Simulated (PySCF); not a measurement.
## Basis-set dependence of population analyses: `CC(C)S(C)(=O)=O`

C₄H₁₀O₂S.
Geometry (PBE0-D3(BJ)/def2-SVP, Å), atoms numbered from 1 in this order:
```
atom  x, y, z in Å
C1    -1.224    1.616   -0.594
C2    -0.524    0.476    0.131
C3    -1.107   -0.888   -0.186
S4     1.221    0.564   -0.367
C5     2.084   -0.602    0.675
O6     1.714    1.895   -0.011
O7     1.312    0.082   -1.746
H8    -0.755    2.580   -0.357
H9    -1.172    1.462   -1.682
H10   -2.283    1.650   -0.297
H11   -0.507    0.670    1.217
H12   -0.982   -1.110   -1.256
H13   -0.632   -1.694    0.394
H14   -2.181   -0.899    0.052
H15    1.939   -0.331    1.728
H16    3.140   -0.483    0.396
H17    1.750   -1.624    0.462
```

PBE0 throughout (PySCF), one geometry, spherical d and f functions. Geometry: PBE0-D3(BJ)/def2-SVP, one conformer, isolated molecule. Atoms taken as equivalent share a column and are averaged. The first 7 of 8 kinds of atom are listed.

Mulliken charges (e):

| basis | functions | C1/C3 | C2 | S4 | C5 | O6/O7 | H8 (×6) | H11 |
| --- | --- | --- | --- | --- | --- | --- | --- | --- |
| STO-3G | 49 | -0.244 | -0.165 | +1.061 | -0.360 | -0.480 | +0.088 | +0.082 |
| pcSseg-0 | 87 | -0.573 | -0.763 | +1.502 | -0.841 | -0.756 | +0.260 | +0.301 |
| 6-31G | 87 | -0.491 | -0.458 | +1.246 | -0.752 | -0.617 | +0.203 | +0.231 |
| 6-31G* | 122 | -0.547 | -0.361 | +1.190 | -0.745 | -0.563 | +0.203 | +0.211 |
| cc-pVDZ | 152 | -0.041 | -0.325 | +0.792 | -0.173 | -0.466 | +0.062 | +0.063 |
| def2-SVP | 152 | -0.036 | -0.287 | +0.681 | -0.097 | -0.488 | +0.065 | +0.075 |
| pcSseg-1 | 176 | -0.235 | -0.482 | +0.937 | -0.361 | -0.553 | +0.138 | +0.157 |
| aug-cc-pVDZ | 255 | +0.873 | -0.984 | +2.025 | +0.214 | -0.976 | -0.091 | -0.380 |
| 6-311+G(2d,p) | 257 | -0.671 | +0.217 | +0.917 | -0.626 | -0.489 | +0.174 | +0.156 |
| def2-TZVP | 283 | -0.403 | -0.069 | +0.757 | -0.399 | -0.466 | +0.143 | +0.111 |

IAO charges (e):

```csv
basis,functions,C1/C3,C2,S4,C5,O6/O7,H8 (×6),H11
STO-3G,49,-0.398,-0.279,+1.428,-0.565,-0.602,+0.140,+0.133
pcSseg-0,87,-0.429,-0.293,+1.705,-0.630,-0.809,+0.160,+0.166
6-31G,87,-0.444,-0.261,+1.688,-0.623,-0.822,+0.164,+0.163
6-31G*,122,-0.423,-0.284,+1.954,-0.633,-0.893,+0.153,+0.148
cc-pVDZ,152,-0.423,-0.277,+1.937,-0.630,-0.883,+0.151,+0.147
def2-SVP,152,-0.412,-0.277,+1.947,-0.619,-0.890,+0.149,+0.145
pcSseg-1,176,-0.421,-0.283,+1.956,-0.627,-0.897,+0.152,+0.149
aug-cc-pVDZ,255,-0.433,-0.275,+1.952,-0.633,-0.902,+0.156,+0.152
"6-311+G(2d,p)",257,-0.434,-0.287,+1.998,-0.646,-0.915,+0.156,+0.153
def2-TZVP,283,-0.434,-0.293,+2.029,-0.653,-0.922,+0.156,+0.153
```

Some averages cover members that differ in this geometry, most widely: H8 (×6), Mulliken in aug-cc-pVDZ -0.183 to -0.009; C1/C3, Mulliken in aug-cc-pVDZ +0.829 to +0.917; O6/O7, Mulliken in 6-311+G(2d,p) -0.530 to -0.447; H8 (×6), Mulliken in 6-31G +0.172 to +0.225 e.

Q: Which scheme is steadiest as the basis changes?

A: Largest range over the bases for any column: IAO 0.60 e, Mulliken 1.54 e. IAO charges move least and Mulliken charges most, counted in e. Without the minimal STO-3G basis the ranges are IAO 0.34, Mulliken 1.54 e.

Q: How much do the charges still move between the two largest bases, 6-311+G(2d,p) and def2-TZVP?

A: At most, over all atoms: Mulliken 0.286 e, IAO 0.030 e.

Q: What do the same runs give for the total energy, the frontier levels and the dipole moment?

A: 
```tsv
basis	energy (Eh)	HOMO (eV)	LUMO (eV)	μ (D)
STO-3G	-697.9414	-2.83	5.37	3.25
pcSseg-0	-705.1977	-7.89	1.30	5.07
6-31G	-706.2356	-7.85	1.60	5.55
6-31G*	-706.5241	-7.90	1.81	4.48
cc-pVDZ	-706.5465	-7.79	1.24	4.32
def2-SVP	-706.1853	-7.92	1.19	4.44
pcSseg-1	-706.4910	-8.09	0.83	4.57
aug-cc-pVDZ	-706.5837	-8.05	-0.36	4.60
6-311+G(2d,p)	-706.6777	-8.16	-0.09	4.58
def2-TZVP	-706.7244	-8.14	0.67	4.45
```

The dipole is fixed by the density alone, so its range of 2.30 D shows that the density itself changes with the basis, not only its division among atoms.
